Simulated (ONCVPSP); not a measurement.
## Building the ONCV potential for Li (PBE, scalar-relativistic).

- Element: Li
- Generator: ONCVPSP 4.0.1
- Type: optimised norm-conserving Vanderbilt (ONCV)
- Functional: PBE
- Relativity: scalar-relativistic
- Frozen core: [He]
- Valence charge: 1
- Reference configuration: 2s0.5 (charge +0.5)
- Partial waves: 2s: rc 2.30 bohr, ncon 3, nbas 7, qcut 2.9 1/bohr, local; p scattering state at 0.22 Ha: rc 2.30 bohr, ncon 3, nbas 8, qcut 3.2 1/bohr, 3 projectors, debl 3.9 Ha
- Local potential: the s channel
- Core correction: none

In the p channel the program set the typed energies aside and used 0.050, 3.950, 7.850 Ha.

Problem. Estimate the cutoffs (Ha) at which the residual kinetic energy of the hardest occupied pseudo-wave falls to 1 and 0.1 mHa per electron.

Solution. 2.3 Ha and 3.6 Ha. The cutoffs count occupied waves only; projector 2 of the p channel, the hardest unoccupied one, needs 54 Ha at the loose tolerance.

Problem. What does a ghost test show?

Solution. No bound ghost flagged; no localised positive-energy state flagged.

Its largest configuration-test error is +6.1 meV (2s1). 1 of 2 tests not solved or not reliable.
